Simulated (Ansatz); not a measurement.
Species: SeO, charge 0, triplet. SeO (SMILES [Se]=O, triplet).
B3LYP-D3(BJ)/def2-TZVP minimum from Ansatz (a quantum-chemistry and plane-wave program):
```xyz
2

O      0.0000     0.0000    -1.3342
Se     0.0000     0.0000     0.3139
```
Charge 0, spin multiplicity 3.

Total energies in cc-pVTZ, 12 correlated electrons, 15 frozen orbitals. UHF or UKS for unpaired electrons; spin-orbit terms are left out. Correlated methods leave the cores frozen (noble-gas shells, and filled d and f shells in the p block). No relativity. The UHF reference of OSe (O=[Se], triplet) is spin-contaminated (<S^2> up to 0.07 over the pure value in the sets run). The determinant of OSe (O=[Se], triplet) is a saddle point of the SCF energy; a lower one exists, which strains HF and MP2.

```csv
method,program,energy (Eh),minus CCSDT(Q) (mEh)
HF,Ansatz,-2474.72969,396.73
MP2,Ansatz,-2475.09816,28.26
CCSD,Ansatz,-2475.10524,21.18
CCSD(T),Ansatz,-2475.12389,2.53
CCSDT(Q),Ansatz,-2475.12642,0.00
```

Rough core times of Ansatz's runs on a shared machine: CCSD(T) under 20 s, CCSDT(Q) 90 s.
